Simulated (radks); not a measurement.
Question: The mean radii <r> (bohr) of the occupied orbitals of an atom or ion are listed with their occupations. All-electron calculation, scalar-relativistic Kohn-Sham, BLYP, spin-polarised, spherical densities, finite nucleus; Fermi nuclear charge, rms radius of each element as measured or else 0.836 A^(1/3) + 0.57 fm. Program: a radial shooting solver on a logarithmic mesh with Libxc functionals.

| orbital | occ. | <r> |
|---|---|---|
| 1s down | 1 | 0.03428 |
| 1s up | 1 | 0.03428 |
| 2s up | 1 | 0.1496 |
| 2s down | 1 | 0.1496 |
| 2p up | 3 | 0.1304 |
| 2p down | 3 | 0.1303 |
| 3s up | 1 | 0.4156 |
| 3s down | 1 | 0.4155 |
| 3p up | 3 | 0.4165 |
| 3p down | 3 | 0.4165 |
| 3d up | 5 | 0.3992 |
| 3d down | 5 | 0.3990 |
| 4s up | 1 | 1.059 |
| 4s down | 1 | 1.055 |
| 4p up | 3 | 1.174 |
| 4p down | 3 | 1.172 |
| 4d up | 5 | 1.697 |
| 5s up | 1 | 3.229 |
| 5s down | 1 | 3.474 |

Name the element and its charge. Open shells, if any, are filled with parallel spins first.

Answer: Z = 43, technetium, charge 0: Tc in [Kr] 4d5 5s2. The 1s radius gives Z: for a bare nucleus <r> = (2 gamma + 1)/(2Z) with gamma = sqrt(1 - (Z/c)^2), 0.03371 bohr for Z = 43, and screening makes it slightly larger (0.03428 here). The occupations add up to 43, and the charge is Z minus that.
